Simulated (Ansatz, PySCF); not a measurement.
SnCl3, SMILES [Cl][Sn+]([Cl])[Cl], charge +1. Atoms are numbered in the order given.

```xyz
4

Sn     0.0001     0.0000     0.0000
Cl     2.2610     0.0000     0.0000
Cl    -1.1305    -1.9580     0.0000
Cl    -1.1305     1.9580     0.0000
```
Charge +1, spin multiplicity 1.

Coordinates come from a PBE0-D3(BJ)/def2-SVP optimisation. The spin state was assumed, not searched. The isomer is the one that the SMILES or the coordinates give; other isomers of the formula were not compared. The def2 effective core potentials stand for the cores of Sn; spin–orbit coupling is left out.

Two levels are set side by side: PBE-D3(BJ)/def2-SVP (Ansatz, a program for electronic structure) and PBE0-D3(BJ)/def2-SVP (Ansatz). Each level has its own optimised geometry; the coordinates shown are those of the second. Frequencies come from the Hessian of PySCF at each geometry. Differences are taken from unrounded values.

```tsv
quantity	PBE0-D3(BJ)
mean bond length (Å)	2.261
bond Sn1–Cl2 (Å)	2.261
bond Sn1–Cl3 (Å)	2.261
bond Sn1–Cl4 (Å)	2.261
highest harmonic wavenumber (cm⁻¹)	456
mean harmonic wavenumber (cm⁻¹)	266
zero-point energy (kcal/mol)	2.28
```

Q: What does PBE-D3(BJ) give, and how far is it from PBE0-D3(BJ)? (Estimate from the structure and the level; the computed values follow.)

A: 
| quantity | PBE-D3(BJ) | PBE-D3(BJ) minus PBE0-D3(BJ) |
|---|---|---|
| mean bond length (Å) | 2.288 | 0.027 |
| bond Sn1–Cl2 (Å) | 2.288 | 0.027 |
| bond Sn1–Cl3 (Å) | 2.288 | 0.027 |
| bond Sn1–Cl4 (Å) | 2.288 | 0.027 |
| highest harmonic wavenumber (cm⁻¹) | 430 | -26 |
| mean harmonic wavenumber (cm⁻¹) | 250 | -16 |
| zero-point energy (kcal/mol) | 2.14 | -0.14 |

Exact exchange shortens and stiffens bonds; PBE has none. Differences between two approximate levels are no errors against the true value.
